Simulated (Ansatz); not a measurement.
This geometry of BFH2O + BrH (7 atoms, charge 0, multiplicity 1) is a first-order saddle point.

Level of theory: Ansatz 0.2.0, RHF/def2-SVP.

```xyz
7
Properties=species:S:1:pos:R:3
B 0.017 -0.044 0.109
O -0.102 0.011 1.571
H -0.989 -0.158 1.883
H 1.094 -0.120 -0.359
F -1.091 -0.355 -0.489
Br 0.127 2.666 0.684
H 0.081 1.055 1.675
```

(1) Which two structures does it join? (They come from a converged band through this point; their orientation in space is the band's.)

(2) How far does it lie above each of them?

## Answers

(1) Bonds broken: Br6–H7. Bonds formed: B1–Br6, O2–H7. BFH2O + BrH becomes BBrFH3O.

First end point:

```xyz
7
Properties=species:S:1:pos:R:3
B -0.157 -0.580 -0.089
O -0.461 0.150 0.994
H -1.115 -0.237 1.561
H 0.650 -0.192 -0.873
F -0.767 -1.733 -0.282
Br 0.690 3.458 2.121
H 0.296 2.189 1.643
```

Last end point:

```xyz
7
Properties=species:S:1:pos:R:3
B 0.056 0.414 0.018
O -0.088 0.000 1.673
H -0.950 -0.372 1.835
H 1.084 -0.079 -0.328
F -1.094 -0.094 -0.456
Br 0.100 2.434 0.089
H 0.028 0.753 2.243
```

(2) 1.47 eV above the first and 0.79 eV above the second. This is the barrier of this one path; another mechanism may lie lower. The orbitals stay closed-shell, which can raise the energy where a bond breaks towards radicals; this wasn't checked here.

Run time: 2.8 min on 1 thread of Arm Neoverse V2, with other jobs on the host, peak memory 0.17 GiB.
